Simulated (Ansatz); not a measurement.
Ansatz (a quantum-chemistry and plane-wave program) input (CCSDT/def2-SVP):

Ansatz 0.2 input:
```yaml
crystal:
  periodic: [false, false, false]
  atoms:
    - {symbol: Mg, position_ang: [0.50444722, 0.11252104, 0.03963548]}
    - {symbol: F, position_ang: [-0.52263950, 1.12999855, -1.07573318]}
    - {symbol: F, position_ang: [-0.14995679, -1.28002660, 1.02288586]}
basis:
  gaussian:
    orbitals: def2-SVP
total_charge: -1
magnetization: {spin_polarized: true, initial_magnetization: 1}
correlation: {method: ccsdt, electrons: outside_noble_gas}
```

Output:

```
Functional definition: HF
integrals: 0.03 GiB planned
724 factors; integrals over basis functions are off by at most 1.2e-7 eV
mean field: 0.14 GiB planned
mean field evaluation 1: about -10839.8691 eV, gradient 7.7e0 eV
mean field evaluation 2: about -10840.0207 eV, gradient 7.8e0 eV
mean field evaluation 4: about -10840.9208 eV, gradient 1.6e0 eV
mean field evaluation 8: about -10840.9722 eV, gradient 2.8e-1 eV
mean field evaluation 16: about -10840.9741 eV, gradient 3.9e-5 eV
mean field evaluation 32: about -10838.2110 eV, gradient 1.3e-1 eV
mean field -10840.97405793 eV, -398.3984483530 hartree, gradient 2.6e-6 eV, S^2 0.750495; 1 other end points of the search recorded, 0 dependent functions left out
determinant -10840.97405793 eV, -398.3984483530 hartree, with singles and doubles -10852.21294494 eV, -398.8114698323 hartree
determinant -10838.21118970 eV, -398.2969148182 hartree, with singles and doubles -10849.48760742 eV, -398.7113155258 hartree
7 core orbitals not correlated
reference -10840.97405793 eV, -398.3984483530 hartree; 9, 8 occupied and 30, 31 virtual orbitals, 724 factors
second order -11.16446526 eV of doubles, -0.00000000 eV of singles
coupled cluster: 0.40 GiB planned
cycle   1  -10.94876955 eV  change    2.2e-1 eV  update   1.0e-1
cycle   2  -11.23021205 eV  change   -2.8e-1 eV  update   5.9e-2
cycle   3  -11.38340884 eV  change   -1.5e-1 eV  update   2.1e-2
cycle   4  -11.40499083 eV  change   -2.2e-2 eV  update   1.0e-2
cycle   5  -11.39092634 eV  change    1.4e-2 eV  update   4.9e-3
cycle   6  -11.38620680 eV  change    4.7e-3 eV  update   2.2e-3
cycle   7  -11.38880137 eV  change   -2.6e-3 eV  update   1.1e-3
cycle   8  -11.38975676 eV  change   -9.6e-4 eV  update   4.8e-4
cycle   9  -11.38960488 eV  change    1.5e-4 eV  update   2.2e-4
cycle  10  -11.38958651 eV  change    1.8e-5 eV  update   9.9e-5
cycle  11  -11.38958695 eV  change   -4.4e-7 eV  update   5.1e-5
cycle  12  -11.38953144 eV  change    5.6e-5 eV  update   2.4e-5
cycle  13  -11.38953620 eV  change   -4.8e-6 eV  update   1.2e-5
cycle  14  -11.38954571 eV  change   -9.5e-6 eV  update   5.0e-6
cycle  15  -11.38954631 eV  change   -6.0e-7 eV  update   2.9e-6
cycle  16  -11.38954502 eV  change    1.3e-6 eV  update   1.6e-6
cycle  17  -11.38954495 eV  change    6.8e-8 eV  update   9.2e-7
Total energy: -10852.36360289 eV, -398.8170064099 hartree
```
